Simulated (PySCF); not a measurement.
Excitation energy of F(2+) by level of theory

F(2+) [He] 2s2 2p3 (4S) → F(2+) [He] 2s1 2p4 (4P), as a difference of total energies. All numbers are calculated (PySCF 2.14, no relativity, point nucleus, in dyall-acv3z (15s9p4d2f, 76 functions)). Correlated levels: valence and next inner shell: nothing frozen; virtual orbitals above 40 to 60 times the deepest correlated orbital energy dropped. The calculations carry no spin-orbit coupling.

```csv
method,excitation energy (eV)
UHF,18.817
MP2 (valence and next inner shell),18.881
SCS-MP2 (valence and next inner shell),18.915
CCSD (valence and next inner shell),18.846
CCSD(T) (valence and next inner shell),18.839
```

Problem. How much does correlation contribute at CCSD(T) (valence and next inner shell)?

Solution. 18.839 − (18.817) = 0.022 eV, measured against UHF.

A first-order spin-orbit estimate (lowest level to lowest level, LS coupling) adds -0.023 eV.
